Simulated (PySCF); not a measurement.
# Exact mass, isotope pattern and composition

Species: `[SiH2](C)P(C#C)C(C)(C)C`.

Calculated for natural abundance.

(1) What are the average molar mass and the monoisotopic mass?

(2) What cluster does the molecular ion M+• show when like nominal masses merge?

(3) Which m/z would the protonated, sodiated and deprotonated molecule have?

(4) Protons, neutrons, electrons, and exact less nominal mass of the monoisotopic species?

(5) List the species in which a single atom is changed from its most abundant isotope.

(6) What resolving power m/Δm just matches the spacing of the species with one 29Si and with one 13C?

(7) What is the composition by mass?

Answers

(1) For C7H15PSi, with standard atomic weights, 7 × 12.011 + 1 × 30.974 + 1 × 28.085 + 15 × 1.008 = 158.256 g/mol. From the most abundant isotopes (12C, 31P, 28Si, 1H), 7 × 12.000000 + 1 × 30.973762 + 1 × 27.976927 + 15 × 1.007825 = 158.0681 u.

(2) 
| nominal mass | m/z (centroid) | relative intensity |
| --- | --- | --- |
| 158 | 158.0675 | 100.0 |
| 159 | 159.0694 | 12.8 |
| 160 | 160.0656 | 4.0 |
| 161 | 161.0682 | 0.3 |

Cut off at 0.1 %. One electron mass, 0.00055 u, is taken off.

(3) [M+H]+ 159.0753, [M+Na]+ 181.0573, [M−H]− 157.0608, for the monoisotopic species (arithmetic only; whether such ions form is another matter).

(4) 86 protons, 72 neutrons and 86 electrons; 158.0681 − 158 = +0.0681 u.

(5) Intensity in % of the monoisotopic species:

| isotope | mass shift (u) | m/z | intensity (%) |
| --- | --- | --- | --- |
| 29Si | +0.99957 | 159.0671 | 5.08 |
| 13C | +1.00335 | 159.0709 | 7.57 |
| 2H | +1.00628 | 159.0738 | 0.17 |
| 30Si | +1.99684 | 160.0644 | 3.35 |

Species under 0.02 % are left out.

(6) They lie 0.00379 u apart at mass 159.07, so m/Δm is about 42000.

(7) C 53.13 %, P 19.57 %, Si 17.75 %, H 9.55 %.
